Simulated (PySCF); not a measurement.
Correlation energy of Ar (argon, neutral)

[Ar], closed-shell 1S. All numbers are calculated (PySCF 2.14, no relativity, point nucleus, in def2-TZVPPD). Frozen: 1s2; 16 electrons correlated.

| level | correlation energy (mhartree) |
| --- | --- |
| CCSD | -388.07 |
| (T) | -8.53 |
| CCSD(T) | -396.60 |

Diagnostics: T1 = 0.0021, D1 = 0.0043, largest double amplitude 0.035.

Cost of the coupled-cluster step: roughly 1.7 core-seconds, for 16 correlated electrons.

This basis was not built for core-valence correlation, so the inner-shell part is incomplete.
